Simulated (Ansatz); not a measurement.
Job for Ansatz (an electronic-structure program): U-PBE/cc-pV(T+d)Z on SiN, 2S+1 = 2, a point of a bond scan (R = 1.254 Å). Files ending in .json are basis or fitting sets from the Basis Set Exchange.

Ansatz 0.2 input:
```yaml
crystal:
  periodic: [false, false, false]
  atoms:
    - {symbol: Si, position_ang: [-0.00000000, -0.00000000, -0.52249227]}
    - {symbol: N, position_ang: [0.00000000, 0.00000000, 0.73148919]}
basis:
  gaussian:
    orbitals: cc-pV_T+d_Z.json
hamiltonian:
  xc: {name: PBE}
magnetization: {spin_polarized: true, initial_magnetization: 1}
```

Program output:

```
WARN ansatz: RAYON_NUM_THREADS=1 ignored (pool sized by the plan → 1); use --threads N
Functional definition: PBE
integrals: 0.01 GiB planned
473 factors; their error is unknown
mean field: 0.15 GiB planned
mean field evaluation 1: about -9329.2325 eV, gradient 7.7e1 eV
mean field evaluation 2: about -9149.9729 eV, gradient 1.4e2 eV
mean field evaluation 4: about -9352.3345 eV, gradient 2.1e1 eV
mean field evaluation 8: about -9354.7094 eV, gradient 4.0e-1 eV
mean field evaluation 16: about -9354.7002 eV, gradient 1.7e-5 eV
mean field -9354.70018287 eV, -343.7788908769 hartree, gradient 1.7e-5 eV, S^2 0.754710; 0 other end points of the search recorded, 0 dependent functions left out
reference -9354.70020683 eV, -343.7788917576 hartree; 11, 10 occupied and 58, 59 virtual orbitals, 473 factors
Total energy: -9354.70020683 eV, -343.7788917576 hartree
```

Self-consistency was reached.

Cost: about 0.6 core-seconds (a rough figure).
